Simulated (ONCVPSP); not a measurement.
# osmium (Os), ONCV: configuration errors across variants

ONCVPSP 4.0.1 input, shortened (lines: element, Z, core and valence counts, functional; n l f; lmax; l rc ep ncon nbas qcut; lloc lpopt rc5 dvloc0; l nproj debl; icmod fcfact rcfact), PBE, fully relativistic:

```
  Os 76.00   10    5        4      upf
    1    0    2.00
    2    0    2.00
    2    1    6.00
    3    0    2.00
    3    1    6.00
    3    2   10.00
    4    0    2.00
    4    1    6.00
    4    2   10.00
    4    3   14.00
    5    0    2.00
    5    1    6.00
    5    2    6.00
    6    0    1.50
    6    1    0.50
    2
    0    1.40    0.00    3    6    6.60
    1    1.50    0.00    4    7   10.40
    2    2.05    0.00    3    8    7.90
    4    5    1.25    0.00
    0    2    1.30
    1    2    2.50
    2    2    1.20
    3    2.25    1.40
```

Open shells are filled in proportion to 2j + 1.

All-electron excitation energies from the reference (eV): (1) 5s2 5p6 5d6 6s2 6p0 -2.459; (2) 5s2 5p6 5d6 6s1 6p0 7.127; (3) 5s2 5p6 5d6 6s0 6p0 24.046; (4) 5s2 5p6 5d6 6s1.5 6p0 1.460.

3 further variants failed, have other tests or too few solved ones, and are left out.

Errors AE − PS in meV (a dash: test not solved or not reliable):

| change | (1) | (2) | (3) | (4) | bound ghosts | GHOST(+) flags above zero |
| --- | --- | --- | --- | --- | --- | --- |
| base | -0.2 | +0.1 | -1.0 | 0.0 | none | s |
| local potential polynomial inside 0.95 bohr (lpopt 5, dvloc0 6 Ha) | -0.2 | +0.1 | -1.0 | 0.0 | none | s |
| core correction Teter function fitted to the true core (icmod 2), fcfact 0.55 | -0.2 | +0.1 | -0.5 | +0.1 | none | s |
| all radii but the core radius scaled by about 1.04 (s 1.46, p 1.56, d 2.14 bohr); local potential polynomial inside 1.30 bohr (lpopt 5, dvloc0 0 Ha) | -0.3 | +0.1 | -1.5 | +0.1 | none | s |
| core correction Teter function, fcfact 2.25, rcfact 1.66 | -0.4 | -0.6 | -7.5 | 0.0 | none | s |
| s: qcut 8.3 | -0.1 | +0.3 | +1.3 | 0.0 | none | s |
| p: rc 1.42 | -0.2 | +0.1 | -1.0 | +0.1 | none | s |

Task: Give the same row for: core correction Teter function, fcfact 4.3, rcfact 1.4.

Result: -0.3, -0.1, -2.2, 0.0; bound ghosts: none; GHOST(+) flags above zero: s.
